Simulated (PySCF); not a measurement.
# C4H12O4Si: full NMR table

```
Formula                               : C4H12O4Si
SMILES                                : CO[Si](OC)(OC)OC
InChI                                 : InChI=1S/C4H12O4Si/c1-5-9(6-2,7-3)8-4/h1-4H3
Point group of the computed structure : C2
Degrees of unsaturation               : 0
Carbon signals                        : 1
Proton signals                        : 1
```

Bonds (- single, = double, # triple, : aromatic): C1-O2, O2-Si3, Si3-O4, O4-C5, Si3-O6, O6-C7, Si3-O8, O8-C9. C1 carries H10, H11, H12; C5 carries H13, H14, H15; C7 carries H16, H17, H18; C9 carries H19, H20, H21.

[PySCF 2.14: structure optimised with PBE0-D3(BJ)/def2-SVP; σ from GIAO-PBE/pcSseg-1; one conformer; equivalent nuclei averaged; isolated molecule; relativity neglected]

Scale: 1H and 13C and 29Si against TMS; H2O for 17O (reference shieldings calculated alike).

| carbon | δC, type | δH (multiplicity) | HMBC from (2–3 bonds) | span of the C tensor (ppm) |
| --- | --- | --- | --- | --- |
| C1/C5/C7/C9 | 54.1, CH3 | 3.67 (s) | – | 83 |

Other nuclei:
```
      atoms  nucleus             environment  δ (ppm)  σ (ppm)
        Si3     29Si   silicon bonded to 4 O    -84.7    419.3
O2/O4/O6/O8      17O  oxygen bonded to C, Si     29.8    304.8
```

1. Carbon types of the structure: 4 × CH3, which accounts for all hydrogens.
2. δC 54.1: methyl carbon bonded to O; pulled downfield by the heteroatom.
3. δH 3.67: hydrogen on a methyl carbon bonded to O; its carbon carries O, which withdraws density.

Shifts are as computed. Against solution values, carbons near 30 ppm lie about +2 ppm off and those near 130 ppm about +2 ppm. Of 1211 compounds with measured shifts, 218 miss one by over three times the rms of a fit or turn the order of signals round; such compounds aren't used in these exercises. Experimental scales use liquid or dissolved standards, which lie at an offset from isolated H2O (liquid H2O: subtract about 36 ppm).
